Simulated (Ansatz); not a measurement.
Mulliken charges of C₂H₃BFNO, SMILES `NC1=C(O)B1F` from PBE/def2-TZVPP in Ansatz (PBE0-D4/def2-TZVP geometry).

```csv
atom,x (Å),y (Å),z (Å),charge (e)
N1,0.659,-1.300,-0.600,-0.285
C2,0.278,-0.032,-0.325,0.082
C3,-0.444,0.699,0.584,0.071
O4,-1.207,0.542,1.672,-0.235
B5,0.234,1.440,-0.463,0.086
F6,0.584,2.545,-1.103,-0.255
H7,1.077,-1.479,-1.495,0.188
H8,0.149,-2.073,-0.207,0.159
H9,-1.242,-0.387,1.921,0.190
```

**Question.** By hand: the dipole of these point charges (1 e Å = 4.8032 D).

**Answer.** Σ q r = (-0.052, -0.916, 0.085) e Å, of length 0.921 e Å = 4.42 D.

**Question.** How does the dipole of the full density compare? (Best estimate.)

**Answer.** The calculation gave: (-0.053, -0.935, 0.006) e Å, 4.50 D; the point charges give 0.98 times that, at 5° from its direction.

Point charges leave out the atoms' own dipoles, such as those of lone pairs, and Mulliken's split depends on the basis, so the close match here is no proof of good charges.
